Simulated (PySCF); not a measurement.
B3LYP has the VWN-RPA correlation part, as in Gaussian. 

Z-matrix (Å, degrees):
```
C
H 1 1.0974
Si 1 1.8795 2 106.72
H 3 1.4818 1 109.69 2 179.99
H 3 1.4824 4 108.63 1 120.97
H 3 1.4824 4 108.63 5 118.06
Si 1 1.8795 2 106.72 3 -120.00
H 7 1.4818 1 109.70 2 180.00
H 7 1.4824 8 108.63 1 120.97
H 7 1.4824 8 108.63 9 118.06
Si 1 1.8795 2 106.72 7 -120.00
H 11 1.4818 1 109.69 2 -179.99
H 11 1.4824 12 108.63 1 -120.97
H 11 1.4824 12 108.63 13 -118.06
```
Charge 0, multiplicity 1.

Q: What HOMO, dipole moment, LUMO, total energy and HOMO–LUMO gap does B3LYP-D3(BJ)/def2-TZVP run with PySCF 2.14.0 give?

A: 
- HOMO: -8.58 eV
- dipole moment: 0.149 e·Å
- LUMO: -0.25 eV
- total energy: -912.7345 Ha
- HOMO–LUMO gap: 8.33 eV
